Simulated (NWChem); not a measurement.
System: SiNH3OCl2; SMILES N[Si](O)(Cl)Cl

```xyz
8

N     -1.4712    -0.1652     1.2614
Si    -0.3836    -0.0457    -0.0321
O     -1.2576    -0.0720    -1.4228
Cl     0.9400    -1.6217     0.1389
Cl     0.7819     1.6843    -0.0861
H     -2.2939     0.4230     1.3025
H     -1.1845    -0.5127     2.1665
H     -0.8534     0.3470    -2.1964
```
Atoms are numbered in this order, from 1.

Program: NWChem. All runs use the structure optimised with B3LYP/6-31G* (spherical d). B3LYP is NWChem's, with the RPA form of VWN correlation. Atomic charges in e: unrestrained fits to the electrostatic potential beside Mulliken populations; buried atoms are poorly determined by the fit.

Task: Predict the results for B3LYP/def2-SVP. Quantities: ESP N1; Mulliken N1; ESP Si2; Mulliken Si2; ESP O3; Mulliken O3; ESP Cl4; Mulliken Cl4; ESP Cl5; Mulliken Cl5; relative RMS misfit of the potential (%).

Result: The ESP N1 comes out as -0.77 and the Mulliken N1 is -0.32. The ESP Si2 is 0.79. The Mulliken Si2 is 0.74 and the ESP O3 is -0.58. The Mulliken O3 is -0.36. The ESP Cl4 is -0.21, the Mulliken Cl4 comes out as -0.25 and the ESP Cl5 is -0.26. The Mulliken Cl5 comes out as -0.28 and the relative RMS misfit of the potential (%) is 26.
